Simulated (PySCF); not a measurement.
Beryllium: a sound run and one with changed settings

Sound run: Be⁺ [He] 2s1, Be²⁺ 1s2. Computed with PySCF 2.14 in aug-cc-pVDZ-DK (4s3p2d, 23 functions), with the spin-free X2C one-electron Hamiltonian (Gaussian nucleus). The sound run starts from symmetry-adapted Hartree-Fock orbitals and uses a fine grid where one is needed.

Changed run: initial guess sap, at most 3 SCF cycles. This setting is unsound on purpose.

| species | method | sound run (hartree) | changed run (hartree) | converged |
| --- | --- | --- | --- | --- |
| Be⁺ | UHF | -14.27811 | -14.27811 | no |
| Be⁺ | PBE | -14.29809 | -14.29809 | no |
| Be⁺ | TPSS | -14.33828 | -14.33828 | no |
| Be²⁺ | UHF | -13.61316 | -13.61316 | no |
| Be²⁺ | PBE | -13.62074 | -13.62074 | yes |
| Be²⁺ | TPSS | -13.66419 | -13.66419 | yes |

The SCF was stopped early; the energies are upper bounds that still move, and correlated levels were skipped or rest on poor orbitals.
